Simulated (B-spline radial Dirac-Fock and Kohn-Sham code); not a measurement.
Ionisation energies of rhenium ions, computed and tabulated

Method: Dirac-Fock energy differences between relaxed states, corrected for Breit and QED terms. Computed with a radial atomic solver. Each value is the difference of the configuration-average energies of two neighbouring ions in their tabulated ground configurations. Correlation energy is missing from these numbers. NIST's values refer to the lowest levels; many for high charge states are themselves semi-empirical or theoretical. Where a p, d or f shell is open in either ion the computed value averages over both j values and all terms, while the table refers to the lowest levels; that difference holds spin-orbit splitting (largest in heavy or highly charged ions), term energies where several electrons share open shells, and correlation, and it can reach 10 % or more.

| ion | configuration | computed (eV) | NIST (eV) | kind | NIST − computed (eV) |
| --- | --- | --- | --- | --- | --- |
| Re⁶⁵⁺ | [He] 2s2 2p6 | 16568.3 | 16080 ± 30 | theoretical | -488.28 |
| Re⁶⁶⁺ | [He] 2s2 2p5 | 16924.3 | 16410 ± 40 | theoretical | -514.28 |
| Re⁶⁷⁺ | [He] 2s2 2p4 | 17283.7 | 16780 ± 40 | theoretical | -503.66 |
| Re⁶⁸⁺ | [He] 2s2 2p3 | 17646.4 | 17120 ± 50 | theoretical | -526.43 |
| Re⁶⁹⁺ | [He] 2s2 2p2 | 18012.6 | 19000 ± 50 | theoretical | +987.41 |
| Re⁷⁰⁺ | [He] 2s2 2p1 | 18382.1 | 19420 ± 60 | theoretical | +1037.85 |
| Re⁷³⁺ | 1s2 | 81551.8 | 81556.58 ± 0.2 | theoretical | +4.78 |
| Re⁷⁴⁺ | 1s1 | 83162.1 | 83162.41 ± 0.24 | theoretical | +0.26 |
